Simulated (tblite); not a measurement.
Compound: C7H6O.
InChI=1S/C7H6O/c8-7-5-3-1-2-4-6-7/h1-6H

Computed values, GFN2-xTB/tblite, gas phase, harmonic and unscaled. The method is semi-empirical: single wavenumbers can be off by several per cent or more.

Harmonic wavenumbers (cm⁻¹): 36.5, 211.2, 294.1, 370.4, 380.0, 493.7, 535.4, 552.9, 726.6, 776.7, 818.3, 821.6, 839.3, 889.7, 939.8, 950.9, 968.6, 979.7, 1055.8, 1218.5, 1242.2, 1284.3, 1291.0, 1361.8, 1384.7, 1441.0, 1534.4, 1619.9, 1632.1, 1649.6, 3035.5, 3035.9, 3051.0, 3055.6, 3056.9, 3067.1.

A = 3778, B = 2046, C = 1327 MHz; mass 106.042 u (most abundant isotopes); point group C2v, symmetry number 2.

What is the zero-point energy?

Half the sum of the wavenumbers: 23301 cm⁻¹ = 66.62 kcal/mol.

Entropy at 500 K, 1 bar (ideal gas, RRHO, classical rotation)?

Translation 42.49, rotation 28.00, vibration 28.37: S = 98.9 cal/(mol K).

And Cp and H(500 K) − H(0)?

Cp = 41.91 cal/(mol K), of which vibrations give 33.96 (their classical limit is 36 R = 71.5); H(500 K) − H(0) = 11.84 kcal/mol without the zero-point energy, 7.87 from vibrations.

Which modes carry the vibrational entropy at 500 K?

36.5 cm⁻¹: 6.47; 211.2 cm⁻¹: 3.01; 294.1 cm⁻¹: 2.38; 370.4 cm⁻¹: 1.95; 380.0 cm⁻¹: 1.91; 493.7 cm⁻¹: 1.45 cal/(mol K); the other 30 give 11.22 together.

How do the functions run with temperature in this model?

```json
{"T (K)": "100", "S (cal/(mol K))": "61.7", "Cp (cal/(mol K))": "12.1", "H − H(0) (kcal/mol)": "1.00", "G − H(0) (kcal/mol)": "-5.17", "ln q(vib)": "0.97"}
{"T (K)": "200", "S (cal/(mol K))": "72.1", "Cp (cal/(mol K))": "19.0", "H − H(0) (kcal/mol)": "2.54", "G − H(0) (kcal/mol)": "-11.88", "ln q(vib)": "2.07"}
{"T (K)": "300", "S (cal/(mol K))": "81.3", "Cp (cal/(mol K))": "27.2", "H − H(0) (kcal/mol)": "4.85", "G − H(0) (kcal/mol)": "-19.55", "ln q(vib)": "3.36"}
{"T (K)": "800", "S (cal/(mol K))": "121.8", "Cp (cal/(mol K))": "55.5", "H − H(0) (kcal/mol)": "26.65", "G − H(0) (kcal/mol)": "-70.80", "ln q(vib)": "11.18"}
{"T (K)": "1000", "S (cal/(mol K))": "134.8", "Cp (cal/(mol K))": "61.0", "H − H(0) (kcal/mol)": "38.33", "G − H(0) (kcal/mol)": "-96.49", "ln q(vib)": "14.31"}
```

q(vib) and H(0) count from the zero-point level.

Blend soft modes into free rotors: weight 1/[1 + (100 cm⁻¹/ν̃)⁴] for the oscillator and the rest for a rotor with moment μB/(μ + B), μ = h/(8π²ν), B = 10⁻⁴⁴ kg m². What vibrational entropy results?

26.30 cal/(mol K) in place of 28.37, which changes −T·S at 500 K by +1.04 kcal/mol.

Hindered rotation and anharmonicity are outside this model.
